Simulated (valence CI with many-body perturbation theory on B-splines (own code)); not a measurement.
## Os3+: M1 decay

Method: valence CI with perturbative core correlation (CI+MBPT): five valence electrons over a frozen Dirac-Fock core [Xe] 4f14, a basis of 7 s, 7 p, 8 d, 6 f, 4 g, 1 h functions for each j, with the one-electron correlation potential Σ1, the two-electron term Σ2, the three-electron term Σ3, Breit, model QED; selected CI, second order for the rest, scaled by the run's own slope (own B-spline code, finite nucleus).

No measured levels were compared; by estimate terms of the open shell hold to 2 to 4 % of their energy, and close levels can change places; different configurations can be misplaced against each other by 1,000 to 8,000 cm⁻¹. Core correlation moves these levels by up to 13000 cm⁻¹, and in measured spectra 5 to 20 % of such shifts remained as error; rates that hang on mixing are uncertain with them. Among the levels kept, up to 1600 cm⁻¹ of a level comes from second order outside the variational space, and about a tenth of that is noise between levels of different J, which matters for small intervals. Only levels of the ground parity were solved; by the run's estimate the other parity begins above the list, which can be wrong where configurations are misplaced.

Lines 51 to 100 of 120 in falling wavelength, among levels below 72230 cm⁻¹, chosen from the decays that carry over 1 % of a level's rate. Wavelengths and rates use the calculated energies, so an error of 2000 cm⁻¹ moves a line at 8798 Å by 18 % and its rate by three times that or more. Weak lines are less certain than strong ones. Lines between different terms over intervals too small for the method are left out, as are lines whose strength nearly cancels. Branching is blank where the lifetime is uncertain.

Names give the largest LS component (configuration and term), which can be under half, so a name can repeat, a term be missing and a line seem to break the LS rules; names also repeat where a configuration has a term twice. Letters in brackets count levels of one name in rising energy.

| λ vac (Å) | Upper | Lower | Type | A (s⁻¹) | Branch % |
| --- | --- | --- | --- | --- | --- |
| 8798 | 5d5 4F_7/2 | 5d5 2G_9/2 [a] | M1 | 9.46e+00 | 29.8 |
| 8674 | 5d5 2D_3/2 [a] | 5d5 4D_3/2 [b] | M1 | 5.94e+00 | 25.3 |
| 8664 | 5d5 4D_5/2 | 5d5 4G_5/2 [a] | M1 | 3.16e+00 | 14.3 |
| 8645 | 5d5 2F_7/2 [a] | 5d5 4G_5/2 [b] | M1 | 9.68e-02 | 2.3 |
| 8563 | 5d5 2F_7/2 [b] | 5d5 4D_5/2 | M1 | 2.44e-01 | 1.9 |
| 8289 | 5d5 4F_7/2 | 5d5 2F_7/2 [a] | M1 | 3.08e+00 | 9.7 |
| 8282 | 5d5 2S_1/2 | 5d5 4F_3/2 | M1 | 6.44e-01 |  |
| 8171 | 5d5 2G_9/2 [a] | 5d5 4G_11/2 | M1 | 2.87e+00 | 39.8 |
| 8086 | 5d5 2I_13/2 | 5d5 4G_11/2 | M1 | 9.31e-01 | 79.7 |
| 8076 | 5d5 4F_5/2 | 5d5 4D_7/2 | M1 | 1.18e+00 | 3.6 |
| 8002 | 5d5 4F_3/2 | 5d5 4D_3/2 [a] | M1 | 1.38e+01 | 45.8 |
| 7892 | 5d5 2F_7/2 [a] | 5d5 4G_7/2 | M1 | 9.53e-02 | 2.2 |
| 7885 | 5d5 2D_3/2 [a] | 5d5 4D_1/2 | M1 | 5.05e+00 | 21.6 |
| 7745 | 5d5 2F_5/2 [a] | 5d5 4G_5/2 [b] | M1 | 2.97e+01 | 66.2 |
| 7495 | 5d5 2H_9/2 | 5d5 4D_7/2 | M1 | 1.79e+00 | 5.4 |
| 7480 | 5d5 2G_9/2 [a] | 5d5 4G_7/2 | M1 | 2.74e+00 | 38.0 |
| 7477 | 5d5 2F_7/2 [b] | 5d5 4D_7/2 | M1 | 2.79e+00 | 22.1 |
| 7463 | 5d5 2F_5/2 [a] | 5d5 4D_3/2 [a] | M1 | 1.80e+00 | 4.0 |
| 7383 | 5d5 2F_5/2 [b] | 5d5 4D_5/2 | M1 | 3.66e+00 | 10.7 |
| 7162 | 5d5 2D_3/2 [a] | 5d5 4D_5/2 | M1 | 4.42e+00 | 18.9 |
| 7155 | 5d5 4D_3/2 [b] | 5d5 4G_5/2 [a] | M1 | 6.22e-01 | 2.9 |
| 7136 | 5d5 2F_5/2 [a] | 5d5 4G_7/2 | M1 | 4.17e+00 | 9.3 |
| 6785 | 5d5 2F_7/2 [c] | 5d5 4D_5/2 | M1 | 4.77e+00 | 15.6 |
| 6571 | 5d5 2S_1/2 | 5d5 4D_3/2 [b] | M1 | 5.08e+00 |  |
| 6562 | 5d5 2F_5/2 [b] | 5d5 4D_7/2 | M1 | 6.31e+00 | 18.4 |
| 6108 | 5d5 2S_1/2 | 5d5 4D_1/2 | M1 | 1.01e+00 |  |
| 6085 | 5d5 2F_7/2 [c] | 5d5 4D_7/2 | M1 | 8.02e+00 | 26.2 |
| 6080 | 5d5 4G_5/2 [a] | 5d5 6S_5/2 | M1 | 1.28e+01 | 100.0 |
| 5995 | 5d5 2F_7/2 [a] | 5d5 4G_5/2 [a] | M1 | 4.98e-01 | 11.7 |
| 5843 | 5d5 4F_5/2 | 5d5 4G_5/2 [b] | M1 | 4.21e+00 | 12.8 |
| 5841 | 5d5 4F_3/2 | 5d5 4G_5/2 [a] | M1 | 1.21e+01 | 40.3 |
| 5742 | 5d5 2H_9/2 | 5d5 4G_9/2 | M1 | 1.50e+01 | 45.7 |
| 5731 | 5d5 2F_7/2 [b] | 5d5 4G_9/2 | M1 | 6.74e+00 | 53.4 |
| 5548 | 5d5 2F_5/2 [a] | 5d5 4G_5/2 [a] | M1 | 1.13e+00 | 2.5 |
| 5541 | 5d5 2H_9/2 | 5d5 4G_11/2 | M1 | 5.55e+00 | 16.9 |
| 5489 | 5d5 4F_5/2 | 5d5 4G_7/2 | M1 | 7.85e+00 | 23.9 |
| 5291 | 5d5 4F_7/2 | 5d5 4D_7/2 | M1 | 6.10e+00 | 19.2 |
| 5214 | 5d5 2H_9/2 | 5d5 4G_7/2 | M1 | 6.61e+00 | 20.2 |
| 5007 | 5d5 2F_5/2 [b] | 5d5 4G_5/2 [b] | M1 | 7.60e+00 | 22.1 |
| 4904 | 5d5 2D_3/2 [a] | 5d5 4G_5/2 [b] | M1 | 6.42e-01 | 2.7 |
| 4888 | 5d5 4G_7/2 | 5d5 6S_5/2 | M1 | 5.05e-01 | 26.1 |
| 4887 | 5d5 2F_5/2 [b] | 5d5 4D_3/2 [a] | M1 | 1.78e+00 | 5.2 |
| 4876 | 5d5 2F_7/2 [c] | 5d5 4G_9/2 | M1 | 1.18e+01 | 38.6 |
| 4789 | 5d5 2D_3/2 [a] | 5d5 4D_3/2 [a] | M1 | 7.86e-01 | 3.4 |
| 4746 | 5d5 4D_3/2 [a] | 5d5 6S_5/2 | M1 | 2.17e+01 | 94.2 |
| 4745 | 5d5 2F_5/2 [b] | 5d5 4G_7/2 | M1 | 4.93e+00 | 14.4 |
| 4724 | 5d5 2F_7/2 [c] | 5d5 4G_5/2 [b] | M1 | 3.94e-01 | 1.3 |
| 4638 | 5d5 4G_5/2 [b] | 5d5 6S_5/2 | M1 | 1.37e+01 | 74.8 |
| 4499 | 5d5 4F_5/2 | 5d5 4G_5/2 [a] | M1 | 4.07e-01 | 1.2 |
| 4490 | 5d5 2F_7/2 [c] | 5d5 4G_7/2 | M1 | 5.86e-01 | 1.9 |
